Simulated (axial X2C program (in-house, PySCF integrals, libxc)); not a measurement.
Curves of PmF⁻ from open-shell CI on f5 s2

Calculated with an axial X2C code built on PySCF integrals: two-component X2C with atomic mean-field Coulomb and Gaunt terms, basis Pm dyall-v3z, F dyall-av3z (cores contracted in-house). Orbitals come from Hartree–Fock averaged over the configuration Pm f5 s2; CI then distributes these electrons over the f, s shells of Pm. The speed of light was multiplied by 2, so these are model numbers.

Scan along the bond; masses Pm 144.913 u, F 18.998 u. Energies in cm⁻¹ from the lowest point; levels are followed by energy order within each Ω. Lowest level at 2.191 Å: 100% f5 s2.

```
R (Å)  (1)Ω=1/2  (1)Ω=3/2  (2)Ω=1/2  (1)Ω=5/2  (2)Ω=3/2
2.038      1377      1438      1564      1572      1725
2.114       325       394       530       536       675
2.191         0        74       220       223       354
2.279       278       355       510       508       635
2.366      1022      1100      1262      1256      1379
2.465      2228      2308      2473      2465      2584
2.585      3975      4054      4222      4210      4326
```

Question: Fit the curves (1)Ω=1/2, (1)Ω=3/2, (2)Ω=1/2, (1)Ω=5/2, (2)Ω=3/2 near their minima.

Answer: From the open-shell CI curves, Te from the lowest:

| level | Te (cm⁻¹) | Re (Å) | ωe (cm⁻¹) |
| --- | --- | --- | --- |
| (1)Ω=1/2 | 0 | 2.195 | 421.9 |
| (1)Ω=3/2 | 74 | 2.194 | 421.6 |
| (2)Ω=1/2 | 220 | 2.193 | 422.0 |
| (1)Ω=5/2 | 223 | 2.193 | 421.5 |
| (2)Ω=3/2 | 354 | 2.194 | 421.9 |

Without dynamic correlation distances can be off by several hundredths of an Å (long for ionic bonds, short for multiple bonds) and the wavenumbers are rough.

The 5 lowest curves are shown; the next is (1)Ω=7/2, from 451 cm⁻¹.

Dynamic correlation is missing, so gaps between terms are too wide and other configurations may lie lower; the lowest level listed is that of this model, not necessarily the ground state. At most 4 roots were kept for each Ω > 0 (twice that for Ω = 0) within 2.2 eV of the lowest, so higher up levels can be missing between those listed; levels with Ω > 0 are doubly degenerate and listed once, Ω = 0 levels singly. For an anion, levels above electron detachment are held by the basis set.
